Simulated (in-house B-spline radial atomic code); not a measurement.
Values are calculated unless marked as measured or tabulated.
# Weak and strong correlation along the adiabatic connection

Two-electron singlets in several external potentials (atomic units), by full CI in B-splines with partial waves to l = 8 (correlation energies up to 0.6 % small). The repulsion is scaled by λ at fixed density; W(λ) is the mean repulsion less the Hartree energy, W(0) = E_x, and the area under W from 0 to 1 is E_xc.

Relative drop (W(λ) − E_x)/E_x:

```
                            system  λ = 0.12  λ = 0.25  λ = 0.4  λ = 0.6  λ = 0.8   λ = 1
                ω²r²/2, ω = 0.0493    0.0753    0.1299   0.1725   0.2102   0.2357  0.2543
   ω²r²/2 − Z/r, ω = 4.32, Z = 0.5    0.0068    0.0139   0.0219   0.0319   0.0415  0.0505
−Z exp(−kr)/r, Z = 1.38, k = 0.123    0.0190    0.0378   0.0574   0.0805   0.1008  0.1187
   ω²r²/2 − Z/r, ω = 0.0771, Z = 1    0.0256    0.0500   0.0746   0.1027   0.1264  0.1466
   ω²r²/2 − Z/r, ω = 0.0746, Z = 2    0.0110    0.0222   0.0344   0.0495   0.0635  0.0764
    ω²r²/2 − Z/r, ω = 0.21, Z = -1    0.0547    0.1005   0.1407   0.1798   0.2080  0.2291
−Z/r, Z = 1.82, wall at 0.468 bohr    0.0031    0.0064   0.0102   0.0151   0.0199  0.0246
```

Task: Order the systems by how far second-order (GL2) theory, half the initial slope (estimated from the first points of each curve), overshoots the correlation energy, least first.
A. ω²r²/2 − Z/r, ω = 4.32, Z = 0.5
B. ω²r²/2 − Z/r, ω = 0.0771, Z = 1
C. −Z/r, Z = 1.82, wall at 0.468 bohr
D. −Z exp(−kr)/r, Z = 1.38, k = 0.123
E. ω²r²/2 − Z/r, ω = 0.21, Z = -1
F. ω²r²/2 − Z/r, ω = 0.0746, Z = 2
G. ω²r²/2, ω = 0.0493

Result: C (GL2/E_c = 1.04), A (GL2/E_c = 1.09), F (GL2/E_c = 1.15), D (GL2/E_c = 1.26), B (GL2/E_c = 1.35), E (GL2/E_c = 1.75), G (GL2/E_c = 2.20).

Task: What else changes along this order?

Result: The ratio follows the bend of the curve. With it the leading natural occupation goes from 1.999 to 1.718 and −T_c/E_c from 0.96 to 0.46 between the first and the last.
